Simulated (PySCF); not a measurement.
2-silylethylsilane (C2H10Si2), SMILES [SiH3]CC[SiH3]. Coordinates come from a PBE-D3(BJ)/def2-SVP optimisation. The values are those of a single conformer.

Computed equilibrium geometry at PBE-D3(BJ)/def2-SVP (PySCF confirms it by a frequency run) as Cartesian coordinates in Å, and its point group (one conformer of several):
point group C2h.
```xyz
14

Si     0.0528     2.3185     0.0000
C     -0.5675     0.5218     0.0000
C      0.5675    -0.5218     0.0000
Si    -0.0528    -2.3185     0.0000
H      0.8996     2.5724    -1.2201
H     -1.0977     3.2909     0.0000
H      0.8996     2.5724     1.2201
H     -1.2266     0.3877    -0.8860
H     -1.2266     0.3877     0.8860
H      1.2266    -0.3877     0.8860
H      1.2266    -0.3877    -0.8860
H     -0.8996    -2.5724    -1.2201
H      1.0977    -3.2909     0.0000
H     -0.8996    -2.5724     1.2201
```
Charge 0, spin multiplicity 1.
